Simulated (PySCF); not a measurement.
C5H7NO.
Atom-mapped SMILES: `[CH3:1][CH2:2][c:3]1[cH:4][cH:5][n:6][o:7]1` (hydrogens: H8, H9, H10 on C1; H11, H12 on C2; H13 on C4; H14 on C5)

Structure used (GFN2-xTB), in Å, numbered top down from 1:
```xyz
14
C5H7NO angstrom
C     -1.9017    0.4609    0.5045
C     -1.1041   -0.5254   -0.3522
C      0.3562   -0.3654   -0.1212
C      1.3197    0.3586   -0.7687
C      2.4875    0.1041   -0.0177
N      2.2333   -0.6949    0.9798
O      0.9150   -0.9913    0.9254
H     -1.6356    1.4843    0.2507
H     -2.9668    0.3247    0.3363
H     -1.6928    0.3002    1.5590
H     -1.3163   -0.3537   -1.4081
H     -1.3910   -1.5459   -0.0939
H      1.2156    0.9695   -1.6400
H      3.4803    0.4737   -0.1760
```

The calculation used TDDFT PBE0/def2-SVPD, vertical, gas phase, core orbitals frozen in the response in PySCF 2.14.0, density-fitted response routines.

Ground-to-excited transition dipoles (e·a0, same axes as the geometry; the sign carries no meaning), for the states with f of 0.002 or more among the lowest 7:

```csv
state,E (eV),μx,μy,μz
S1,6.386,0.841,-0.123,0.057
S2,6.414,-0.839,-0.079,-0.188
S3,6.952,0.081,-0.139,-0.109
S4,7.203,-0.233,0.051,-0.180
S5,7.759,0.112,0.128,-0.118
S6,7.962,-0.086,0.268,-0.184
S7,8.112,0.021,-0.256,0.013
```

Q: What oscillator strength does each state have?

A: f = (2/3) ΔE |μ|² with ΔE in hartree (27.2114 eV).

| state | \|μ\|² (au) | \|μ\| (D) | f |
| --- | --- | --- | --- |
| S1 | 0.725 | 2.16 | 0.113 |
| S2 | 0.745 | 2.19 | 0.117 |
| S3 | 0.038 | 0.49 | 0.006 |
| S4 | 0.089 | 0.76 | 0.016 |
| S5 | 0.043 | 0.53 | 0.008 |
| S6 | 0.113 | 0.86 | 0.022 |
| S7 | 0.066 | 0.65 | 0.013 |

Q: Which bond between heavy atoms lies closest to the direction of the S2 transition dipole?

A: C2–C3, at 4° from it; next N6–O7 at 13°.

Q: What angle do the transition dipoles of S2 and S6 make?

A: |cos θ| = |μa·μb| / (|μa| |μb|) = 0.29, so θ ≈ 73° (taken between 0 and 90°, since the signs are arbitrary).

Q: What peak molar absorption coefficient would the strongest computed level give as a lone Gaussian band 0.3 eV wide at half height?

A: ε(max) = 2.175×10⁸ f / FWHM, with the width in cm⁻¹. S2: 2.175×10⁸ × 0.1171 / 2420 ≈ 11000 L mol⁻¹ cm⁻¹.

The run took 25 s of wall time on one thread, Arm Neoverse V2, on a shared host.

One conformer stands for the species.
